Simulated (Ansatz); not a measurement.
`C[O][Ga]([OH])[Cl]` and `C[O][Ga]([OH])[F]` differ in one element.

Ansatz, PBE0-D4/def2-TZVP geometries, multiplicity 1. Each molecule was computed in one conformer, which needn't be the lowest.

Scalar relativity is left out up to krypton.

```csv
property,`C[O][Ga]([OH])[Cl]`
HOMO–LUMO gap (ωB97M-V/def2-TZVPP) / eV,11.44
HOMO–LUMO gap (PBE0/def2-TZVPP) / eV,7.17
HOMO energy (B3LYP/def2-TZVPP) / eV,-8.05
LUMO energy (PBE0/def2-TZVPP) / eV,-1.12
HOMO–LUMO gap (PBE/def2-TZVPP) / eV,4.63
size of the dipole moment (ωB97M-V/def2-TZVPP) / D,1.81
```

(1) What does the change do to each property? (Estimate.)

Results:

(1) Ansatz gave: 
| property | `C[O][Ga]([OH])[F]` | shift |
| --- | --- | --- |
| HOMO–LUMO gap (ωB97M-V/def2-TZVPP) / eV | 11.41 | -0.03 |
| HOMO–LUMO gap (PBE0/def2-TZVPP) / eV | 7.14 | -0.03 |
| HOMO energy (B3LYP/def2-TZVPP) / eV | -8.12 | -0.07 |
| LUMO energy (PBE0/def2-TZVPP) / eV | -1.21 | -0.09 |
| HOMO–LUMO gap (PBE/def2-TZVPP) / eV | 4.57 | -0.06 |
| size of the dipole moment (ωB97M-V/def2-TZVPP) / D | 2.15 | 0.34 |

Dipoles are sizes alone; their direction can turn.

Positive LUMOs are unbound, so they and the gaps depend on the basis.

B3LYP here is the variant with VWN-RPA as its local correlation; programs differ in this.
